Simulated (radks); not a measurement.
Values are calculated unless marked as measured or tabulated.
All-electron atom: the cadmium ion Cd3+ in [Kr] 4d8 5s1 (not the ground configuration).

Level of theory: scalar-relativistic Kohn-Sham, SCAN, spin-polarised, spherical densities, finite nucleus; open shells are filled with parallel spins first (spin-orbit coupling, left out, can overturn this in heavy ions); meta-GGA in the generalised Kohn-Sham scheme; Fermi nuclear charge, rms radius 4.6087 fm (a radial shooting solver on a logarithmic mesh with Libxc functionals).

Energy parts (eV):
part                       energy
total                 -152188.341
kinetic                158370.952
electron-nucleus      -366093.093
Hartree                 59720.864
exchange-correlation    -4187.063

Orbitals (lengths in bohr, moments of r in powers of bohr; r(90%) holds 90 % of the orbital's charge):
orbital,occ.,eigenvalue (eV),<r>,<1/r>,<r^2>,r(90%)
1s up,1,-26618.56,0.03040,50.63,0.001250,0.0546
1s down,1,-26618.48,0.03040,50.63,0.001250,0.0546
2s up,1,-4004.521,0.1316,11.54,0.02041,0.203
2s down,1,-4003.998,0.1316,11.54,0.02041,0.203
2p up,3,-3594.041,0.1149,11.11,0.01611,0.187
2p down,3,-3593.594,0.1149,11.11,0.01611,0.187
3s up,1,-787.5673,0.3574,4.077,0.1461,0.526
3s down,1,-787.3143,0.3574,4.076,0.1461,0.526
3p up,3,-651.7414,0.3565,3.877,0.1476,0.536
3p down,3,-651.4172,0.3565,3.876,0.1475,0.536
3d up,5,-440.2392,0.3346,3.642,0.1332,0.528
3d down,5,-439.6902,0.3346,3.642,0.1331,0.528
4s up,1,-151.5870,0.8739,1.575,0.8628,1.26
4s down,1,-149.1961,0.8735,1.577,0.8620,1.26
4p up,3,-111.0676,0.9463,1.431,1.022,1.39
4p down,3,-108.6448,0.9453,1.433,1.019,1.39
4d up,5,-52.0618,1.168,1.136,1.606,1.80
4d down,3,-49.4975,1.162,1.141,1.588,1.79
5s up,1,-35.4682,2.194,0.5885,5.379,3.14

The highest occupied level is 5s up at -35.468 eV. Summed over all electrons, <r^2> = 28.67 bohr^2, which gives a Langevin (diamagnetic) susceptibility term of -22.7 x 10^-6 cm^3/mol. Spin moment in Bohr magnetons: 3.

Empty levels of this run are not shown, since the potential may be unsettled where no density lies.
